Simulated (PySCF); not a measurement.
C₇H₅F₅O.
Bonds: F1–C2, C2–F3, C2–F4, C2–C5, C5–F6, C5–F7, C5–C8, C8–C9, C9–C10 (double), C10–O11, O11–C12, C12–C13 (double), C8–C13. Hydrogens: H14 on C8; H15 on C9; H16 on C10; H17 on C12; H18 on C13.

The same species was optimised twice, with GFN2-xTB and with PBE0-D3(BJ)/def2-SVP (PySCF), and the same property calculations (PySCF, gas phase) were run on both structures.

```json
{"coordinate": "C5–C8 (Å)", "GFN2-xTB": "1.544", "PBE0-D3(BJ)/def2-SVP": "1.532", "change": "-0.012"}
{"coordinate": "C9=C10 (Å)", "GFN2-xTB": "1.326", "PBE0-D3(BJ)/def2-SVP": "1.335", "change": "+0.009"}
{"coordinate": "C12=C13 (Å)", "GFN2-xTB": "1.326", "PBE0-D3(BJ)/def2-SVP": "1.334", "change": "+0.008"}
{"coordinate": "C2–C5 (Å)", "GFN2-xTB": "1.549", "PBE0-D3(BJ)/def2-SVP": "1.542", "change": "-0.007"}
{"coordinate": "C2–F3 (Å)", "GFN2-xTB": "1.335", "PBE0-D3(BJ)/def2-SVP": "1.328", "change": "-0.007"}
{"coordinate": "C2–F4 (Å)", "GFN2-xTB": "1.335", "PBE0-D3(BJ)/def2-SVP": "1.328", "change": "-0.007"}
{"coordinate": "C5–F6 (Å)", "GFN2-xTB": "1.357", "PBE0-D3(BJ)/def2-SVP": "1.350", "change": "-0.007"}
{"coordinate": "C5–F7 (Å)", "GFN2-xTB": "1.357", "PBE0-D3(BJ)/def2-SVP": "1.350", "change": "-0.007"}
{"coordinate": "C8–C9 (Å)", "GFN2-xTB": "1.506", "PBE0-D3(BJ)/def2-SVP": "1.501", "change": "-0.005"}
{"coordinate": "C8–C13 (Å)", "GFN2-xTB": "1.505", "PBE0-D3(BJ)/def2-SVP": "1.502", "change": "-0.003"}
{"coordinate": "F1–C2 (Å)", "GFN2-xTB": "1.331", "PBE0-D3(BJ)/def2-SVP": "1.328", "change": "-0.003"}
{"coordinate": "C10–O11 (Å)", "GFN2-xTB": "1.356", "PBE0-D3(BJ)/def2-SVP": "1.356", "change": "0.000"}
{"coordinate": "O11–C12 (Å)", "GFN2-xTB": "1.356", "PBE0-D3(BJ)/def2-SVP": "1.356", "change": "0.000"}
{"coordinate": "C2–C5–C8 (°)", "GFN2-xTB": "115.4", "PBE0-D3(BJ)/def2-SVP": "117.9", "change": "+2.5"}
{"coordinate": "C5–C8–C9 (°)", "GFN2-xTB": "111.1", "PBE0-D3(BJ)/def2-SVP": "113.4", "change": "+2.3"}
{"coordinate": "C5–C8–C13 (°)", "GFN2-xTB": "111.1", "PBE0-D3(BJ)/def2-SVP": "113.4", "change": "+2.3"}
{"coordinate": "F6–C5–F7 (°)", "GFN2-xTB": "105.9", "PBE0-D3(BJ)/def2-SVP": "107.8", "change": "+1.9"}
{"coordinate": "F1–C2–C5 (°)", "GFN2-xTB": "111.3", "PBE0-D3(BJ)/def2-SVP": "109.8", "change": "-1.5"}
{"coordinate": "F6–C5–C8 (°)", "GFN2-xTB": "110.4", "PBE0-D3(BJ)/def2-SVP": "108.8", "change": "-1.6"}
{"coordinate": "F7–C5–C8 (°)", "GFN2-xTB": "110.4", "PBE0-D3(BJ)/def2-SVP": "108.9", "change": "-1.5"}
{"coordinate": "F3–C2–F4 (°)", "GFN2-xTB": "107.3", "PBE0-D3(BJ)/def2-SVP": "108.7", "change": "+1.4"}
{"coordinate": "F1–C2–C5–F6 (°)", "GFN2-xTB": "-57", "PBE0-D3(BJ)/def2-SVP": "-56", "change": "+1"}
{"coordinate": "C2–C5–C8–C9 (°)", "GFN2-xTB": "-61", "PBE0-D3(BJ)/def2-SVP": "-63", "change": "-2"}
```

Rotational constants: A = 1323, B = 675.8, C = 647.1 MHz (GFN2-xTB) against A = 1353, B = 642.8, C = 624.9 MHz (PBE0-D3(BJ)/def2-SVP).

On the GFN2-xTB structure: HOMO (eV) -6.80 [PBE0/pcSseg-1]; LUMO (eV) -0.56 [PBE0/pcSseg-1]; dipole (D) 2.15 [PBE0/pcSseg-1]; GIAO shielding of F1/F3/F4 (mean) (ppm) 257.3 [PBE0/pcSseg-1]; GIAO shielding of C2 (ppm) 57.9 [PBE0/pcSseg-1]; GIAO shielding of C5 (ppm) 65.5 [PBE0/pcSseg-1]; GIAO shielding of F6/F7 (mean) (ppm) 312.8 [PBE0/pcSseg-1]; GIAO shielding of C8 (ppm) 144.7 [PBE0/pcSseg-1]; GIAO shielding of C9/C13 (mean) (ppm) 83.8 [PBE0/pcSseg-1]; GIAO shielding of C10/C12 (mean) (ppm) 35.9 [PBE0/pcSseg-1]; GIAO shielding of O11 (ppm) 161.0 [PBE0/pcSseg-1].

**Question.** What do these properties become on the PBE0-D3(BJ)/def2-SVP structure?

**Answer.** 
```
                                    property          level  on GFN2-xTB  on PBE0-D3(BJ)/def2-SVP  change
                                   HOMO (eV)  PBE0/pcSseg-1        -6.80                    -6.76   +0.04
                                   LUMO (eV)  PBE0/pcSseg-1        -0.56                    -0.56    0.00
                                  dipole (D)  PBE0/pcSseg-1         2.15                     2.10   -0.05
energy, GFN2-xTB geometry as zero (kcal/mol)  PBE0/pcSseg-1          0.0                     -1.5    -1.5
     GIAO shielding of F1/F3/F4 (mean) (ppm)  PBE0/pcSseg-1        257.3                    266.4    +9.1
                  GIAO shielding of C2 (ppm)  PBE0/pcSseg-1         57.9                     59.7    +1.8
                  GIAO shielding of C5 (ppm)  PBE0/pcSseg-1         65.5                     68.1    +2.6
        GIAO shielding of F6/F7 (mean) (ppm)  PBE0/pcSseg-1        312.8                    314.7    +1.9
                  GIAO shielding of C8 (ppm)  PBE0/pcSseg-1        144.7                    144.4    -0.3
       GIAO shielding of C9/C13 (mean) (ppm)  PBE0/pcSseg-1         83.8                     82.0    -1.8
      GIAO shielding of C10/C12 (mean) (ppm)  PBE0/pcSseg-1         35.9                     34.2    -1.7
                 GIAO shielding of O11 (ppm)  PBE0/pcSseg-1        161.0                    156.5    -4.5
```

The heavy atoms differ by 0.092 Å rms after alignment. Among bonds between heavy atoms C5–C8 changes most (-0.012 Å). Changes are differences of the printed values. Neither structure is proved a minimum here.

Shape of the structure used: `[F:1][C:2]([F:3])([F:4])[C:5]([F:6])([F:7])[CH:8]1[CH:9]=[CH:10][O:11][CH:12]=[CH:13]1`: F1–C2–C5–F6 -56°, C2–C5–C8–C9 -63°.
